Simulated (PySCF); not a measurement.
## Partial charges of `C=N[C@@H]1CC[C@@H]2C[C@@H]21`

C7H11N.
Atom-mapped SMILES: `[CH2:1]=[N:2][C@@H:3]1[CH2:4][CH2:5][C@@H:6]2[CH2:7][C@H:8]12` (hydrogens: H9, H10 on C1; H11 on C3; H12, H13 on C4; H14, H15 on C5; H16 on C6; H17, H18 on C7; H19 on C8)

Structure used (GFN2-xTB), in Å, numbered top down from 1:
```xyz
19
C7H11N angstrom
C      2.8331    0.1133   -0.8555
N      1.8515   -0.0911   -0.1103
C      0.5369    0.3191   -0.5040
C     -0.0914    1.1895    0.6029
C     -1.5880    0.8555    0.6210
C     -1.6772   -0.5570    0.0866
C     -0.7438   -1.5690    0.6768
C     -0.3891   -0.8818   -0.6084
H      2.7795    0.6124   -1.8317
H      3.8081   -0.2174   -0.5283
H      0.5443    0.8566   -1.4710
H      0.0924    2.2487    0.4281
H      0.3762    0.9206    1.5495
H     -2.1400    1.5273   -0.0403
H     -2.0068    0.9488    1.6240
H     -2.6297   -0.8846   -0.3058
H     -1.0298   -2.6087    0.6184
H     -0.1873   -1.3201    1.5649
H     -0.3488   -1.4530   -1.5245
```

Density: PBE0/pcSseg-1 (PySCF); schemes: Mulliken, IAO, Hirshfeld and ESP-fitted. One conformer (not necessarily the lowest) at the GFN2-xTB geometry, without solvent, vibrations or thermal averaging.

Task: Do the Mulliken, IAO, Hirshfeld and ESP-fitted schemes agree on where the charge is lowest?

Result: The schemes don't all agree: Mulliken N2 (-0.332); IAO C7 (-0.298); Hirshfeld N2 (-0.129); ESP-fitted N2 (-0.578).

Task: At which atom do the 4 schemes differ most?

Result: At C3: from -0.079 (Mulliken) to +0.509 e (ESP-fitted), 0.588 e apart.

Task: Do the Mulliken, IAO, Hirshfeld and ESP-fitted schemes agree on where the charge is highest?

Result: The schemes don't all agree: Mulliken H13 (+0.130); IAO H17 (+0.152); Hirshfeld H10 (+0.050); ESP-fitted C3 (+0.509).

Task: Give the atomic charges in each scheme.

Result: In e:

```csv
atom,environment,Mulliken,IAO,Hirshfeld,ESP-fitted
C1,imine carbon,+0.004,-0.132,-0.005,+0.118
N2,imine nitrogen,-0.332,-0.248,-0.129,-0.578
C3,sp3 carbon bound to nitrogen,-0.079,-0.006,+0.017,+0.509
C4,ring CH2 carbon,-0.194,-0.269,-0.072,-0.156
C5,ring CH2 carbon,-0.107,-0.262,-0.068,-0.213
C6,sp3 carbon at a ring junction,-0.265,-0.137,-0.043,-0.156
C7,three-membered-ring carbon,-0.104,-0.298,-0.094,-0.238
C8,sp3 carbon at a ring junction,-0.166,-0.143,-0.050,-0.197
H9,hydrogen on a C=N carbon,+0.079,+0.100,+0.037,+0.036
H10,hydrogen on a C=N carbon,+0.113,+0.151,+0.050,+0.090
H11,methine hydrogen,+0.093,+0.101,+0.027,-0.043
H12,methylene hydrogen,+0.126,+0.140,+0.039,+0.056
H13,methylene hydrogen,+0.130,+0.145,+0.035,+0.098
H14,methylene hydrogen,+0.117,+0.134,+0.037,+0.085
H15,methylene hydrogen,+0.123,+0.137,+0.038,+0.101
H16,methine hydrogen,+0.106,+0.143,+0.044,+0.125
H17,methylene hydrogen,+0.124,+0.152,+0.048,+0.125
H18,methylene hydrogen,+0.129,+0.148,+0.043,+0.120
H19,methine hydrogen,+0.103,+0.143,+0.043,+0.118
```

Mean size of the charges over all atoms: ESP-fitted 0.166 e, IAO 0.157 e, Mulliken 0.131 e, Hirshfeld 0.048 e. Each set sums to the total charge, 0, to within 0.001 e. The Hirshfeld scheme weights the molecular density at each point by an atom's share of the summed free-atom densities. The ESP scheme fits charges at the nuclei, held to the total charge, to the electrostatic potential on points at 1.4 to 2.0 times the van der Waals radii.

Task: Sum the charges by element, for elements with more than one atom.

Result: 
```
element  atoms  Mulliken     IAO  Hirshfeld  ESP-fitted
      C      7    -0.911  -1.246     -0.314      -0.333
      H     11    +1.243  +1.495     +0.443      +0.911
```

Task: How closely do the schemes follow one another over all atoms?

Result: Correlation coefficient and root-mean-square difference: IAO with Hirshfeld 0.96, 0.119 e; Mulliken with Hirshfeld 0.92, 0.100 e; Mulliken with IAO 0.88, 0.080 e; Hirshfeld with ESP-fitted 0.82, 0.175 e; IAO with ESP-fitted 0.67, 0.163 e; Mulliken with ESP-fitted 0.67, 0.161 e.

Task: How many electrons does the ESP-fitted scheme count on C7?

Result: Z − q = 6 − (-0.238) = 6.238.
